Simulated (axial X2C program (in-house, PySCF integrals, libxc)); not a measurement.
FeF⁺: cheaper levels and CCSD(T), with spin–orbit coupling

Computed with an in-house all-electron X2C program for linear molecules (integrals from PySCF). Two-component (2c) means X2C with spin–orbit coupling and atomic mean-field two-electron Coulomb and Gaunt terms. Basis: Fe dyall-cv3z [9s10p6d3f2g], F dyall-av3z [7s6p3d2f] (cores contracted in-house); Gaussian nuclei, density fitting, unrestricted open shells. Masses: Fe 55.935 u, F 18.998 u.

State: Ω = 4 (⟨Sz⟩ = 2.00, ⟨Lz⟩ = 2.00 at HF); fragments Fe+ + F.

```csv
level,Re (Å),ωe (cm⁻¹)
PBE0,1.688,795.1
HF,1.731,783.5
MP2,1.713,770.2
CCSD,1.709,784.7
r2SCAN,1.682,794.9
```

Correlated methods: 14 electrons correlated (number of frozen shells: Fe 3 s, 2 p; F 1 s), 250 virtual spin orbitals or spinors in MP2, 90 natural virtuals in coupled cluster.

CCSD(T), same Hamiltonian and basis:

Re = 1.709 Å, ωe = 779.6 cm⁻¹; T1 = 0.022 (Lee–Taylor normalisation).

Problem. Give the differences from CCSD(T) in the columns below.

Solution. 

| level | ΔRe (Å) | Δωe (cm⁻¹) |
| --- | --- | --- |
| PBE0 | -0.021 | 16 |
| HF | 0.022 | 4 |
| MP2 | 0.004 | -9 |
| CCSD | 0.000 | 5 |
| r2SCAN | -0.027 | 15 |

The state is one determinant whose occupation by symmetry is held fixed; it was picked as the lowest of a PBE0 search that is not exhaustive. De is not given where an atomic determinant may have missed its ground term or J level, or where the truncated virtual space spoils (T). Density functionals use the spin component along the axis (collinear). Coupled cluster ran in a truncated set of natural virtual spinors; the MP2 energy of the rest was added. (T) has no such correction and the atoms are truncated less, which lowers De at CCSD(T) by a hundredth of an eV or more. PBE0 can misorder states that lie within some tenths of an eV, so this need not be the ground state of the molecule. The nearest other 2c determinant of the search, Ω = 3, lies 0.48 eV up at the distance of the search. The functionals have no current-density term, which raises determinants with orbital currents, atoms included. With several unpaired electrons one determinant need not be a pure state. Open-shell Ω = 0 determinants with evenly filled partner blocks cannot be reached by this program, so the Ω shown need not be the lowest component.
